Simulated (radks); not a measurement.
The numbers below are computed, except where a source is named.
Spherical quantum dot in the effective-mass picture: electrons in a well V = -V0 / (1 + exp((r - R)/a)) with V0 = 4.17, R = 13.6, a = 0.68, with a point charge +2 (a donor) at the centre, all in effective atomic units (hartree* = m*/eps^2 hartree, bohr* = eps/m* bohr), one dielectric constant everywhere. Level of theory: non-relativistic Kohn-Sham, LDA (Slater exchange, Perdew-Wang correlation), spin-polarised, spherical densities (a radial shooting solver with Libxc functionals). Levels are named by radial order and angular momentum (1s, 1p, 1d, 2s, ...), and open shells are averaged over m.

N = 21, configuration 1s2 1p6 1d10 2s2 1f(up 1, down 0). This is the lowest configuration that the search found (a dilute case). Occupied and some empty levels:

level    occupation  eigenvalue (hartree*)  <r> (bohr*)
1s down           1                -2.7392       0.9610
1s up             1                -2.7392       0.9610
2s up             1                -2.3899        9.601
2s down           1                -2.3872        9.594
1p up             3                -2.3782        9.669
1p down           3                -2.3754        9.664
1d up             5                -2.3553        9.780
1d down           5                -2.3525        9.776
1f up             1                -2.3221        9.901
1f down           0                -2.3193        9.899
1g up             0                -2.2794        10.02
1g down           0                -2.2766        10.02
2p up             0                -2.1744        6.980
2p down           0                -2.1733        6.964
2d up             0                -2.1214        7.743
2d down           0                -2.1201        7.733

Energy (hartree*): total -72.6278, kinetic 4.6087, external -96.985, Hartree 23.334, exchange-correlation -3.5854.

Electron density:

r (bohr*)  n(r) (e/bohr*^3)
0.845                0.1614
1.78               0.009080
2.73              0.0006918
3.67              0.0001306
4.61              0.0001871
5.55              0.0004305
6.49              0.0009484
7.43               0.001881
8.37               0.003205
9.31               0.004362
10.2               0.004219
11.2               0.002408
12.1              0.0006141
13.1             0.00004973
14.0              1.137e-06
15.0              1.029e-08
